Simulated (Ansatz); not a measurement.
Cartesian coordinates (Å):
```xyz
10

Sc     0.1718     0.0223     0.1158
N     -0.2233     1.8882    -0.4600
H     -0.5387     2.1963    -1.3902
H     -0.1498     2.7376     0.1171
N      0.7766    -0.3386     1.9789
H      0.9203     0.3519     2.7286
H      1.0076    -1.2571     2.3821
N     -0.0338    -1.4876    -1.1672
H     -0.3356    -1.4253    -2.1495
H      0.1420    -2.4846    -0.9810
```
Charge 0, multiplicity 1.

Level of theory: frozen-core CCSD(T)/def2-TZVPP // BP86-D3(BJ)/def2-SVP (Ansatz, a quantum-chemistry and plane-wave program).

```yaml
HF energy: -926.79381 Ha
MP2 correlation energy: -0.96184 Ha
```

Task: Estimate the CCSD correlation energy, the (T) correction, the total energy and the T1 diagnostic.

Result: 
```json
{
 "CCSD correlation energy": "-0.99419 Ha",
 "(T) correction": "-0.03959 Ha",
 "CCSD(T) total energy": "-927.82759 Ha",
 "T1 diagnostic": "0.014"
}
```
